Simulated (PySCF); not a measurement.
Compound: C₃H₈O₃SSi.
Z-matrix (Å and degrees, PBE0-D3(BJ)/def2-SVP geometry), rows numbered from 1:
```
O 
S   1  1.4486
O   2  1.4538  1  121.73
O   2  1.6267  1  106.94  3   122.97
C   2  1.7868  1  108.14  3  -128.24
C   5  1.5538  2  107.95  1    61.89
Si  6  1.9073  5   88.19  2  -101.99
C   5  1.5489  2  110.76  1   -48.94
H   4  0.9694  2  106.63  1  -138.89
H   5  1.1019  2  104.40  1  -174.82
H   6  1.1004  5  110.05  2   145.22
H   6  1.0992  5  115.35  2    22.87
H   7  1.4867  6  117.65  5   103.52
H   7  1.4955  6  115.52  5  -124.87
H   8  1.1007  5  110.06  2  -147.41
H   8  1.0983  5  115.35  2   -24.60
```

The closed-shell ground state was solved at several levels (PySCF, density fitting, gas phase, non-relativistic).

```csv
level,basis functions,HOMO (eV),LUMO (eV),gap (eV),dipole (D)
PBE0/def2-SVPD,244,-8.64,-0.14,8.50,3.81
PBE0/pcSseg-1,190,-8.62,0.11,8.73,3.72
```

Question: What might mPW1PW91/pcSseg-1 (190 basis functions) give for the same quantities?

Answer: HOMO -8.66 eV, LUMO 0.13 eV, gap 8.79 eV, dipole 3.74 D.

Question: Over all these levels, which gives the widest orbital gap and which the narrowest?

Answer: mPW1PW91/pcSseg-1 (global hybrid, 25 % exact exchange) has the widest, 8.79 eV, and PBE0/def2-SVPD (global hybrid, 25 % exact exchange) the narrowest, 8.50 eV. Functional and basis both differ between the two, so the spread mixes both effects.

Question: How far do the dipole and the HOMO energy spread over the levels?

Answer: The dipole runs from 3.72 to 3.81 D (mean 3.76 D) and the HOMO from -8.66 to -8.62 eV.

One conformer stands for the species.
